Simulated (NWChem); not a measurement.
System: C3HCl2F; SMILES C(=C(Cl)Cl)=CF

Input file for NWChem:

```
start job
memory heap 200 mb stack 900 mb global 1100 mb
geometry units angstroms noautosym nocenter noautoz
  F      0.450661     3.083612     0.000000
  C     -0.497096     2.154981     0.000000
  C     -0.251455     0.869399     0.000000
  C     -0.072562    -0.424920     0.000000
  Cl     0.057555    -1.351865    -1.451690
  Cl     0.057555    -1.351865     1.451690
  H     -1.507595     2.580181     0.000000
end
basis spherical
  * library def2-svp
end
dft
  xc pbe0
  iterations 150
end
cosmo
  dielec 25.0
end
task dft energy
```

Excerpt of the output:

```
             Northwest Computational Chemistry Package (NWChem) 7.3.0
             --------------------------------------------------------

                             Geometry "geometry" -> ""
                             -------------------------

 Output coordinates in angstroms (scale by  1.889725989 to convert to a.u.)

  No.       Tag          Charge          X              Y              Z
 ---- ---------------- ---------- -------------- -------------- --------------
    1 F                    9.0000     0.45066100     3.08361200     0.00000000
    2 C                    6.0000    -0.49709600     2.15498100     0.00000000
    3 C                    6.0000    -0.25145500     0.86939900     0.00000000
    4 C                    6.0000    -0.07256200    -0.42492000     0.00000000
    5 Cl                  17.0000     0.05755500    -1.35186500    -1.45169000
    6 Cl                  17.0000     0.05755500    -1.35186500     1.45169000
    7 H                    1.0000    -1.50759500     2.58018100     0.00000000

 Effective nuclear repulsion energy (a.u.)     308.3349057612

                                 NWChem DFT Module
                                 -----------------

 Summary of "ao basis" -> "ao basis" (spherical)
 ------------------------------------------------------------------------------
       Tag                 Description            Shells   Functions and Types
 ---------------- ------------------------------  ------  ---------------------
 F                          def2-svp                 6       14   3s2p1d
 C                          def2-svp                 6       14   3s2p1d
 Cl                         def2-svp                 8       18   4s3p1d
 H                          def2-svp                 3        5   2s1p

 in cosmo_initialize ...

 solvent parameters
 solvname_short: unkn
 solvname_long:  unknown
 dielec:       25.0000

          ---------------
          -cosmo- solvent
          ---------------
 Cosmo: York-Karplus, doi: 10.1021/jp992097l
 dielectric constant -eps-     =  25.00
 screen = (eps-1)/(eps    )    =   0.96000
 surface charge correction     = lagrangian

   van der Waals surface
 --------------------------

 ---------- ATOMIC COORDINATES (A.U.) ------------ VDWR(ANG.) --
     1    0.85162580    5.82718174    0.00000000     1.720
     2   -0.93937523    4.07232360    0.00000000     2.000
     3   -0.47518105    1.64292588    0.00000000     2.000
     4   -0.13712230   -0.80298237    0.00000000     2.000
     5    0.10876318   -2.55465442   -2.74329632     2.050
     6    0.10876318   -2.55465442    2.74329632     2.050
     7   -2.84894145    4.87583509    0.00000000     1.300
 number of segments per atom =         32
 number of   points per atom =         32
 atom (   nspa,  nppa )
 ----------------------
    1 (     20,     0 )       0
    2 (     18,     0 )       0
    3 (     16,     0 )       0
    4 (     10,     0 )       0
    5 (     24,     0 )       0
    6 (     24,     0 )       0
    7 (     16,     0 )       0
 number of -cosmo- surface points =      128
 molecular surface =    144.955 angstrom**2
 molecular volume  =    117.608 angstrom**3
 G(cav/disp)       =      1.585 kcal/mol
 -lineq- algorithm             =   0
 -bem- low  level              =   2
 -bem- from -octahedral-
 gaussian surface charge width =   4.50000
 degree of switching           =   1.00000
 switching function tolerance  =   0.00010
 atomic radii =
 --------------
    1  9.000  1.720
    2  6.000  2.000
    3  6.000  2.000
    4  6.000  2.000
    5 17.000  2.050
    6 17.000  2.050
    7  1.000  1.300
 ...... end of -cosmo- initialization ......

            General Information
            -------------------
          SCF calculation type: DFT
          Wavefunction type:  closed shell.
          No. of atoms     :     7
          No. of electrons :    62
           Alpha electrons :    31
            Beta electrons :    31
          Charge           :     0
          Spin multiplicity:     1
          Use of symmetry is: off; symmetry adaption is: off
          Maximum number of iterations: 150
          AO basis - number of functions:    97
                     number of shells:    43
          Convergence on energy requested:  1.00D-06
          Convergence on density requested:  1.00D-05
          Convergence on gradient requested:  5.00D-04

              XC Information
              --------------
                         PBE0 Method XC Functional
                     Hartree-Fock (Exact) Exchange  0.250
          PerdewBurkeErnzerhof Exchange Functional  0.750
            Perdew 1991 LDA Correlation Functional  1.000 local
           PerdewBurkeErnz. Correlation Functional  1.000 non-local

[...]

                                   COSMO solvation results
                                   -----------------------

                 gas phase energy =     -1134.089177916545
                 sol phase energy =     -1134.092391740917
 (electrostatic) solvation energy =         0.003213824372 (    2.02 kcal/mol)

                       DFT Final Molecular Orbital Analysis
                       ------------------------------------

 Vector   29  Occ=2.000000D+00  E=-3.415422D-01
              MO Center=  2.6D-02, -1.0D+00,  9.2D-09, r^2= 3.8D+00
   Bfn.  Coefficient  Atom+Function         Bfn.  Coefficient  Atom+Function
  ----- ------------  ---------------      ----- ------------  ---------------
    69      0.361403  5 Cl pz                87      0.361403  6 Cl pz
    66      0.280024  5 Cl pz                84      0.280024  6 Cl pz
    68     -0.265479  5 Cl py                86      0.265479  6 Cl py
    65     -0.195908  5 Cl py                83      0.195908  6 Cl py
    63      0.159693  5 Cl pz                81      0.159693  6 Cl pz

 Vector   30  Occ=2.000000D+00  E=-2.959393D-01
              MO Center= -2.0D-01,  1.1D+00,  7.0D-09, r^2= 3.4D+00
   Bfn.  Coefficient  Atom+Function         Bfn.  Coefficient  Atom+Function
  ----- ------------  ---------------      ----- ------------  ---------------
    34      0.396141  3 C  pz                20      0.359986  2 C  pz
    37      0.271603  3 C  pz                 6      0.265885  1 F  pz
    68      0.215828  5 Cl py                86     -0.215828  6 Cl py
     9     -0.208654  1 F  pz                23      0.185479  2 C  pz
    65      0.162641  5 Cl py                83     -0.162641  6 Cl py

 Vector   31  Occ=2.000000D+00  E=-2.847218D-01
              MO Center= -1.1D-01, -1.4D-01, -7.7D-09, r^2= 3.4D+00
   Bfn.  Coefficient  Atom+Function         Bfn.  Coefficient  Atom+Function
  ----- ------------  ---------------      ----- ------------  ---------------
    32      0.383082  3 C  px                67     -0.330206  5 Cl px
    85     -0.330206  6 Cl px                46      0.301436  4 C  px
    35      0.258776  3 C  px                64     -0.223223  5 Cl px
    82     -0.223223  6 Cl px                49      0.166368  4 C  px
    61     -0.128561  5 Cl px                79     -0.128561  6 Cl px

 Vector   32  Occ=0.000000D+00  E=-3.320938D-02
              MO Center= -1.7D-01,  4.4D-01, -6.9D-09, r^2= 3.2D+00
   Bfn.  Coefficient  Atom+Function         Bfn.  Coefficient  Atom+Function
  ----- ------------  ---------------      ----- ------------  ---------------
    49      0.563220  4 C  px                35     -0.480686  3 C  px
    46      0.458318  4 C  px                32     -0.381679  3 C  px
    67     -0.231954  5 Cl px                85     -0.231954  6 Cl px
    94     -0.217997  7 H  s                  3      0.198124  1 F  s
    22     -0.162124  2 C  py                 5      0.141411  1 F  py

 Vector   33  Occ=0.000000D+00  E=-3.057784D-02
              MO Center= -2.7D-01,  9.0D-01, -3.9D-09, r^2= 3.7D+00
   Bfn.  Coefficient  Atom+Function         Bfn.  Coefficient  Atom+Function
  ----- ------------  ---------------      ----- ------------  ---------------
    23      0.477376  2 C  pz                20      0.455340  2 C  pz
    51     -0.436784  4 C  pz                34     -0.328935  3 C  pz
    37     -0.292262  3 C  pz                68     -0.291395  5 Cl py
    86      0.291395  6 Cl py                48     -0.274829  4 C  pz
    60     -0.244548  5 Cl s                 78      0.244548  6 Cl s

 Vector   34  Occ=0.000000D+00  E= 2.189183D-02
              MO Center=  1.9D-02, -1.1D+00,  4.5D-10, r^2= 2.8D+00
   Bfn.  Coefficient  Atom+Function         Bfn.  Coefficient  Atom+Function
  ----- ------------  ---------------      ----- ------------  ---------------
    45      0.970960  4 C  s                 69     -0.658019  5 Cl pz
    87      0.658019  6 Cl pz                44      0.561793  4 C  s
    50     -0.553080  4 C  py                60     -0.517674  5 Cl s
    78     -0.517674  6 Cl s                 31     -0.343518  3 C  s
    47     -0.342912  4 C  py                17      0.311743  2 C  s

     Multipole analysis of the density
     ---------------------------------

     L   x y z        total         alpha         beta         nuclear
     -   - - -        -----         -----         ----         -------
     0   0 0 0     -0.000000    -31.000000    -31.000000     62.000000

     1   1 0 0     -0.591863      0.102285      0.102285     -0.796433
     1   0 1 0      0.313283      0.188730      0.188730     -0.064177
     1   0 0 1     -0.000000     -0.000000     -0.000000      0.000000

     2   2 0 0    -33.324334    -27.566277    -27.566277     21.808219
     2   1 1 0     -3.292788      1.179039      1.179039     -5.650865
     2   1 0 1     -0.000000     -0.000000     -0.000000      0.000000
     2   0 2 0    -33.877355   -352.357597   -352.357597    670.837838
     2   0 1 1     -0.000000     -0.000000     -0.000000      0.000000
     2   0 0 2    -34.180640   -145.026790   -145.026790    255.872940
```

Level: PBE0/def2-SVP, COSMO on the gas-phase geometry. Structure relaxed at the PBE0/def2-SVP level. COSMO prints the solvation energy as gas minus solution, so a positive value is a stabilisation.
